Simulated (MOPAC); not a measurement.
A run for MOPAC: PM6 on H4N2OSi (a complex), monomers drawn apart or pushed together.

```
PM6 1SCF PRECISE CHARGE=0 THREADS=1
H4N2OSi

N      0.15313107 1    -0.64639390 1    -1.14563864 1
N      0.36035999 1    -0.46325078 1    -0.09117521 1
O      0.86010441 1     0.13709047 1     3.34391627 1
Si    -0.53386075 1     0.25093152 1     4.21833163 1
H      0.79287353 1    -0.02794409 1     2.39940508 1
H     -1.39402124 1     1.36309655 1     3.74060618 1
H     -0.12421669 1     0.50248050 1     5.61415350 1
H     -1.33116403 1    -0.99979340 1     4.14823494 1
```

It printed:

```
*******************************************************************************
 **                                                                           **
 **                              MOPAC v23.2.5                                **
 **                                                                           **
 *******************************************************************************
 ** MOPAC's Digital Object Identifier: https://doi.org/10.5281/zenodo.6511958 **
 **                                                                           **
 ** Please cite the open-source release paper for use of this MOPAC version:  **
 ** J. E. Moussa and J. J. P. Stewart (2026)                                  **
 ** MOPAC: An open-source semiempirical molecular orbital program             **
 ** J. Open Source Softw., 11(119), 8025, https://doi.org/10.21105/joss.08025 **
 *******************************************************************************

                              PM6 CALCULATION RESULTS

 *******************************************************************************
 *  PM6        - The PM6 Hamiltonian to be used
 *
 *
 *
 *                 CHARGE ON SYSTEM = 0
 *
 *
 *
 *  PRECISE    - TIGHTER CRITERIA TO BE USED
 *  1SCF       - DO 1 SCF AND THEN STOP
 *  THREADS=1  - MULTI-THREADING NOT USED
 *  T=         - A TIME OF 172800.0 SECONDS REQUESTED
 *  DUMP=N     - RESTART FILE WRITTEN EVERY 7200.0 SECONDS REQUESTED
 *******************************************************************************
PM6 1SCF PRECISE CHARGE=0 THREADS=1
 H4N2OSi

   ATOM   CHEMICAL          X               Y               Z
  NUMBER   SYMBOL      (ANGSTROMS)     (ANGSTROMS)     (ANGSTROMS)

     1       N          0.15313107  *  -0.64639390  *  -1.14563864  *
     2       N          0.36035999  *  -0.46325078  *  -0.09117521  *
     3       O          0.86010441  *   0.13709047  *   3.34391627  *
     4      Si         -0.53386075  *   0.25093152  *   4.21833163  *
     5       H          0.79287353  *  -0.02794409  *   2.39940508  *
     6       H         -1.39402124  *   1.36309655  *   3.74060618  *
     7       H         -0.12421669  *   0.50248050  *   5.61415350  *
     8       H         -1.33116403  *  -0.99979340  *   4.14823494  *



          CARTESIAN COORDINATES

    NO.       ATOM           X           Y           Z

     1         N          0.1531     -0.6464     -1.1456
     2         N          0.3604     -0.4633     -0.0912
     3         O          0.8601      0.1371      3.3439
     4        Si         -0.5339      0.2509      4.2183
     5         H          0.7929     -0.0279      2.3994
     6         H         -1.3940      1.3631      3.7406
     7         H         -0.1242      0.5025      5.6142
     8         H         -1.3312     -0.9998      4.1482

 General Reference for PM6:
 "Optimization of Parameters for Semiempirical Methods V: Modification of NDDO Approximations
 and Application to 70 Elements", J. J. P. Stewart, J. Mol. Mod., 13, 1173-1213 (2007)
 URL: https://link.springer.com/article/10.1007/s00894-007-0233-4

           Empirical Formula: H4 N2 O Si  =     8 atoms



      MOLECULAR POINT GROUP   :   Cs


      RHF CALCULATION, NO. OF DOUBLY OCCUPIED LEVELS = 12


 -------------------------------------------------------------------------------
 PM6 1SCF PRECISE CHARGE=0 THREADS=1
 H4N2OSi



     1SCF WAS SPECIFIED, SO BFGS WAS NOT USED
     SCF FIELD WAS ACHIEVED


                              PM6 CALCULATION
                                                       MOPAC v23.2.5 Linux




          FINAL HEAT OF FORMATION =        -24.98510 KCAL/MOL =    -104.53766 KJ/MOL


          COSMO AREA              =        133.52 SQUARE ANGSTROMS
          COSMO VOLUME            =        114.31 CUBIC ANGSTROMS

          IONIZATION POTENTIAL    =         11.092489 EV
          HOMO LUMO ENERGIES (EV) =        -11.092 -0.185
          NO. OF FILLED LEVELS    =         12
          MOLECULAR WEIGHT        =         76.1299         POINT GROUP:  Cs

          MOLECULAR DIMENSIONS (Angstroms)

            Atom       Atom       Distance
            H     7    N     1     6.86233
            O     3    H     6     2.50388
            H     8    O     3     2.10501


          SCF CALCULATIONS        =          1





   ATOM   CHEMICAL          X               Y               Z
  NUMBER   SYMBOL      (ANGSTROMS)     (ANGSTROMS)     (ANGSTROMS)

     1       N          0.15313107  *  -0.64639390  *  -1.14563864  *
     2       N          0.36035999  *  -0.46325078  *  -0.09117521  *
     3       O          0.86010441  *   0.13709047  *   3.34391627  *
     4      Si         -0.53386075  *   0.25093152  *   4.21833163  *
     5       H          0.79287353  *  -0.02794409  *   2.39940508  *
     6       H         -1.39402124  *   1.36309655  *   3.74060618  *
     7       H         -0.12421669  *   0.50248050  *   5.61415350  *
     8       H         -1.33116403  *  -0.99979340  *   4.14823494  *

                             CARTESIAN COORDINATES

   1    N        0.153131070    -0.646393900    -1.145638640
   2    N        0.360359990    -0.463250780    -0.091175210
   3    O        0.860104410     0.137090470     3.343916270
   4   Si       -0.533860750     0.250931520     4.218331630
   5    H        0.792873530    -0.027944090     2.399405080
   6    H       -1.394021240     1.363096550     3.740606180
   7    H       -0.124216690     0.502480500     5.614153500
   8    H       -1.331164030    -0.999793400     4.148234940


           Empirical Formula: H4 N2 O Si  =     8 atoms



      MOLECULAR POINT GROUP   :   Cs


                  EIGENVALUES
 -38.66297 -30.02083 -19.65978 -19.19305 -17.33564 -17.33536 -16.75247 -13.72905
 -13.43220 -13.13007 -11.12443 -11.09249  -0.18481  -0.18309  -0.02699   0.84932
   0.96942   1.59555   2.05973   2.77269   3.15128   4.57141   4.67084   4.86866
   5.50252


              NET ATOMIC CHARGES AND DIPOLE CONTRIBUTIONS

  ATOM NO.   TYPE          CHARGE      No. of ELECS.   s-Pop       p-Pop       d-Pop
    1          N           0.028241        4.9718     1.78900     3.18275
    2          N          -0.026860        5.0269     1.78637     3.24049
    3          O          -0.591185        6.5912     1.66418     4.92701
    4         Si           0.279871        3.7201     1.16472     1.66531     0.89011
    5          H           0.364190        0.6358     0.63581
    6          H          -0.022823        1.0228     1.02282
    7          H          -0.008618        1.0086     1.00862
    8          H          -0.022817        1.0228     1.02282
 DIPOLE           X         Y         Z       TOTAL
 POINT-CHG.    -1.495    -0.189    -0.868     1.739
 HYBRID         0.800    -0.132    -0.887     1.202
 SUM           -0.695    -0.321    -1.755     1.915


          ATOMIC ORBITAL ELECTRON POPULATIONS

     Atom    s        px        py        pz      x^2-y^2     xz        z^2       yz        xy
    1  N   1.78900   0.99678   0.99520   1.19077
    2  N   1.78637   1.01816   1.01675   1.20558
    3  O   1.66418   1.72845   1.80555   1.39300
    4 Si   1.16472   0.42843   0.67802   0.55885   0.07848   0.15551   0.26038   0.06742   0.32832
    5  H   0.63581
    6  H   1.02282
    7  H   1.00862
    8  H   1.02282

 **********************
 *                    *
 * JOB ENDED NORMALLY *
 *                    *
 **********************




 == MOPAC DONE ==
```

The run finished.

Cost: about 0.020 core-seconds (a rough figure).
